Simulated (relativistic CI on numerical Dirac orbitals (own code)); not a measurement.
# Xe IV: computed level list

Computed by Dirac-Coulomb-Breit CI, KLI orbitals optimised for each configuration, model QED (radiative potential, 1s self-energy scaled to tabulated hydrogen-like ionisation energies), valence Slater integrals scaled by 0.85, configuration energies shifted to the measured levels that pair with them (semi-empirical) (own radial code, finite nucleus).

Configurations in the expansion (outside the closed core [Kr] 4d10): 5s²5p³, 5s5p⁴, 5s²5p²5d, 5s²5p²6s, 5s²5p²4f, 5s²5p²6p, 5p⁵, 5s²5p5d², 5s²5p²5f, 5s5p³5d, 5s²5p²5g, 5s²5p4f², 5s5p³5f, 5s²5p²6d, 5s²5p²7s, 5s5p³5g, 5p³5d², 5s²5p5f², 5s²5p²7p, 5s²5p4f5d, 5s²5p5g², 5s²5p²7d, 5s²5p²6f, 5p³4f², 5s5p³6s, 5s5p³6p, 5p⁴5d, 5s²5p²7f, 5s5p³4f, 5s5p²5d². Levels of other configurations are missing.

The lowest level is 5s²5p³ ⁴S°3/2, with 82 % of that term; Hund's rules for 5s²5p³ give ⁴S° with J = 3/2, in agreement.

```
No.  Configuration  Term     J  E (cm⁻¹)   %  Landé g  Lifetime (s)    jj configuration (%)
  1         5s²5p³   ⁴S°   3/2       0.0  82    1.873                            5p3/2 (60)
  2         5s²5p³   ²D°   3/2   13079.8  72    1.008      5.29e-02      5p1/2 5p3/2^2 (65)
  3         5s²5p³   ²D°   5/2   17329.3  97    1.200      3.46e-01      5p1/2 5p3/2^2 (97)
  4         5s²5p³   ²P°   1/2   27130.9  97    0.666      1.89e-02      5p1/2 5p3/2^2 (97)
  5         5s²5p³   ²P°   3/2   34623.8  70    1.254      7.66e-03            5p3/2^3 (89)
  6          5s5p⁴    ⁴P   5/2   99663.9  83    1.581      4.00e-09         5s 5p3/2^2 (73)
  7          5s5p⁴    ⁴P   3/2  106611.2  83    1.704      3.33e-09   5s 5p1/2 5p3/2^3 (65)
  8          5s5p⁴    ⁴P   1/2  108890.3  81    2.629      2.97e-09         5s 5p3/2^2 (36)
  9          5s5p⁴    ²D   3/2  122726.1  55    0.888      2.39e-09   5s 5p1/2 5p3/2^3 (35)
 10          5s5p⁴    ²D   5/2  126078.5  66    1.217      3.00e-09   5s 5p1/2 5p3/2^3 (61)
 11       5s²5p²5d    ⁴F   3/2  133379.3  33    0.884      2.97e-09      5p1/2^2 5d3/2 (53)
 12       5s²5p²5d    ⁴F   3/2  135515.7  47    0.868      5.36e-09  5p1/2 5p3/2 5d3/2 (52)
 13       5s²5p²5d    ⁴F   5/2  136573.4  65    1.114      2.07e-09      5p1/2^2 5d5/2 (50)
 14       5s²5p²5d    ²P   1/2  137590.6  43    0.805      2.29e-09  5p1/2 5p3/2 5d3/2 (44)
 15       5s²5p²5d    ⁴F   7/2  141501.9  76    1.268      2.14e-08  5p1/2 5p3/2 5d5/2 (82)
 16       5s²5p²5d    ²F   5/2  141816.4  68    0.946      5.12e-09  5p1/2 5p3/2 5d3/2 (78)
 17       5s²5p²5d    ²F   7/2  144748.6  48    1.241      2.21e-08  5p1/2 5p3/2 5d3/2 (47)
 18       5s²5p²5d    ⁴D   1/2  144847.7  69    0.522      1.63e-09  5p1/2 5p3/2 5d3/2 (47)
 19       5s²5p²5d    ⁴D   3/2  145869.5  78    1.143      1.15e-09  5p1/2 5p3/2 5d3/2 (36)
 20       5s²5p²5d    ⁴F   9/2  145998.8  82    1.300      2.48e-01  5p1/2 5p3/2 5d5/2 (70)
 21       5s²5p²5d    ⁴D   5/2  148397.4  55    1.213      7.17e-10  5p1/2 5p3/2 5d5/2 (59)
 22          5s5p⁴    ²S   1/2  150649.8  38    1.383      1.68e-09      5p3/2^2 5d5/2 (47)
 23       5s²5p²5d    ⁴D   7/2  155512.9  41    1.237      3.16e-09      5p3/2^2 5d5/2 (66)
 24       5s²5p²6s    ⁴P   1/2  156236.4  75    2.311      2.07e-10         5p1/2^2 6s (85)
 25       5s²5p²5d    ²G   7/2  161024.8  73    0.963      1.07e-09      5p3/2^2 5d5/2 (30)
 26       5s²5p²5d    ⁴P   5/2  161705.1  71    1.545      3.94e-11  5p1/2 5p3/2 5d5/2 (34)
 27       5s²5p²5d    ⁴P   3/2  163154.2  32    1.391      5.73e-11  5p1/2 5p3/2 5d5/2 (27)
 28       5s²5p²5d    ²G   9/2  163552.6  82    1.145      1.89e-02      5p3/2^2 5d5/2 (69)
 29       5s²5p²6s    ⁴P   3/2  164341.9  62    1.453      3.77e-10     5p1/2 5p3/2 6s (71)
 30       5s²5p²5d    ⁴P   1/2  164914.3  53    2.040      5.00e-11  5p1/2 5p3/2 5d3/2 (61)
 31       5s²5p²5d    ⁴P   3/2  165412.3  37    1.340      1.01e-10  5p1/2 5p3/2 5d3/2 (31)
 32       5s²5p²6s    ²P   1/2  167211.7  57    1.389      1.21e-10     5p1/2 5p3/2 6s (72)
 33       5s²5p²6s    ⁴P   5/2  169275.6  62    1.446      6.61e-10     5p1/2 5p3/2 6s (73)
 34          5s5p⁴    ²P   3/2  169450.2  47    1.261      4.81e-11         5s 5p3/2^2 (33)
 35       5s²5p²5d    ²D   5/2  171446.8  53    1.138      4.91e-11  5p1/2 5p3/2 5d5/2 (36)
 36       5s²5p²6s    ²P   3/2  173262.2  57    1.177      9.01e-11     5p1/2 5p3/2 6s (69)
 37       5s²5p²5d    ²P   1/2  175507.4  60    0.916      4.67e-11      5p3/2^2 5d3/2 (43)
 38       5s²5p²5d    ²D   3/2  178167.5  41    1.040      4.44e-11      5p3/2^2 5d3/2 (47)
 39       5s²5p²5d    ²D   5/2  178177.9  45    1.087      7.71e-11      5p3/2^2 5d5/2 (40)
 40       5s²5p²5d    ²D   5/2  179008.2  57    1.218      5.20e-11      5p3/2^2 5d5/2 (24)
 41       5s²5p²5d    ²F   7/2  179878.8  87    1.133      3.82e-11      5p3/2^2 5d3/2 (53)
 42       5s²5p²4f   ⁴G°   5/2  180375.7  67    0.713      3.71e-09      5p1/2^2 4f5/2 (75)
 43       5s²5p²5d    ²P   1/2  180783.3  30    1.124      4.04e-11  5p1/2 5p3/2 5d5/2 (48)
 44       5s²5p²4f   ⁴G°   7/2  182194.0  43    1.122      3.31e-09      5p1/2^2 4f7/2 (71)
 45       5s²5p²6s    ²D   3/2  184880.4  37    0.998      9.94e-11         5p3/2^2 6s (29)
 46       5s²5p²6p   ⁴D°   1/2  186330.5  48    0.794      1.04e-09      5p1/2^2 6p1/2 (86)
 47       5s²5p²6s    ²D   5/2  186578.1  64    1.269      4.60e-10         5p3/2^2 6s (63)
 48       5s²5p²4f   ⁴G°   7/2  187807.0  43    1.066      3.43e-09  5p1/2 5p3/2 4f5/2 (69)
 49       5s²5p²4f   ⁴G°   9/2  188239.3  82    1.188      4.55e-09  5p1/2 5p3/2 4f7/2 (78)
 50       5s²5p²4f   ²D°   5/2  188810.6  50    1.060      2.88e-09  5p1/2 5p3/2 4f5/2 (85)
 51       5s²5p²5d    ²P   3/2  189551.7  29    1.173      5.12e-11         5p3/2^2 6s (51)
 52       5s²5p²4f   ²G°   7/2  189854.8  56    1.108      2.94e-09  5p1/2 5p3/2 4f7/2 (66)
 53       5s²5p²5d    ²S   1/2  190311.4  31    1.572      3.73e-11         5s 5p3/2^4 (31)
 54       5s²5p²6p   ⁴D°   3/2  190994.4  39    1.186      1.08e-09      5p1/2^2 6p3/2 (58)
 55       5s²5p²4f   ⁴D°   5/2  191538.2  52    1.264      2.27e-09  5p1/2 5p3/2 4f7/2 (85)
 56       5s²5p²4f   ⁴F°   3/2  191948.8  43    0.837      1.74e-09  5p1/2 5p3/2 4f5/2 (71)
 57       5s²5p²4f   ²G°   9/2  191986.0  59    1.176      4.57e-09  5p1/2 5p3/2 4f7/2 (55)
 58       5s²5p²4f   ⁴G°  11/2  192257.2  85    1.252      4.60e-09  5p1/2 5p3/2 4f7/2 (65)
 59       5s²5p²5d    ²D   5/2  192309.6  66    1.145      4.09e-11      5p3/2^2 5d5/2 (73)
 60       5s²5p²5d    ²D   3/2  192439.6  88    0.815      4.62e-11      5p3/2^2 5d3/2 (66)
 61       5s²5p²6p   ²S°   1/2  193840.1  47    1.274      1.07e-09  5p1/2 5p3/2 6p1/2 (78)
 62       5s²5p²4f   ⁴D°   3/2  195697.1  54    1.053      2.05e-09  5p1/2 5p3/2 4f5/2 (42)
 63       5s²5p²4f   ⁴F°   7/2  196206.1  54    1.192      2.71e-09  5p1/2 5p3/2 4f7/2 (66)
 64       5s²5p²4f   ⁴D°   1/2  196346.3  87    0.061      1.83e-09  5p1/2 5p3/2 4f5/2 (57)
 65       5s²5p²4f   ⁴F°   5/2  196456.7  50    1.051      2.35e-09  5p1/2 5p3/2 4f5/2 (72)
 66       5s²5p²6p   ⁴D°   3/2  197134.2  39    1.224      1.01e-09  5p1/2 5p3/2 6p1/2 (81)
 67       5s²5p²6p   ⁴D°   5/2  199037.9  82    1.374      8.83e-10  5p1/2 5p3/2 6p3/2 (81)
 68       5s²5p²4f   ²D°   3/2  199775.9  45    0.902      1.92e-09  5p1/2 5p3/2 6p3/2 (25)
 69       5s²5p²6p   ⁴P°   1/2  200804.4  74    2.304      8.73e-10  5p1/2 5p3/2 6p3/2 (76)
 70       5s²5p²6p   ²D°   3/2  200972.4  37    1.175      1.05e-09  5p1/2 5p3/2 6p3/2 (56)
```

Energies count from the lowest computed level; ° marks odd parity; lifetimes are radiative, by E1, M1, E2 decay to levels of this space only. Filled j subshells are mostly left out of the jj labels.

The mean weight of the leading LS term, summed over parents, in these 70 levels is 59 %, and that of the leading jj configuration (from the same eigenvectors) 59 %.

Configurations whose levels could be paired with our table of measured levels were shifted onto them, all but the ground configuration, by the median error of their levels; single terms can still be off by 1,000 to 2,000 cm⁻¹ or more, and rates follow the energies as ν³ (E1, M1) or ν⁵ (E2). The others borrow a shift and can be off by several thousand cm⁻¹ or more. The fine structure of a lone outer electron comes out too small, for d and f at times inverted, and misplaced configurations move strength between like terms. 32 of the 69 excited levels that our extract of the measured tables holds in this range could be paired (the sources list more); they are missed by 413 cm⁻¹ on average and 2062 at most, after the shifts were fitted to these levels, and levels without a partner can miss by more.

LS names give the leading component of a level, which can be under half, so a name can repeat, a term be missing and a line seem to break the LS rules.
